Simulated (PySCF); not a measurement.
tetraantimony (Sb₄), SMILES [Sb]12[Sb]3[Sb]1[Sb]23. Coordinates come from a B3LYP-D3(BJ)/def2-SVP optimisation. The def2 effective core potentials stand for the cores of Sb; spin–orbit coupling is left out.

Method: B3LYP-D3(BJ)/def2-SVP run with PySCF.

Harmonic wavenumbers (cm⁻¹): 132, 132, 172, 172, 172, 234. Rotational constants (GHz): 0.5052, 0.5052, 0.5052; symmetry number 12.

Task: Work out the zero-point energy and the ideal-gas rigid-rotor harmonic-oscillator thermochemistry at 298.15 K and 1 atm.

Result: ZPE = ½ Σ hcν = ½ × 1015 cm⁻¹ = 1.45 kcal/mol. H − E(el) = 6.13 kcal/mol. Entropy in cal/(mol K): translation 44.44, rotation 27.25, vibration 14.91, total 86.60. G − E(el) = -19.69 kcal/mol. Cp = 19.21 cal/(mol K). Modes under 150 cm⁻¹ make the vibrational entropy uncertain.
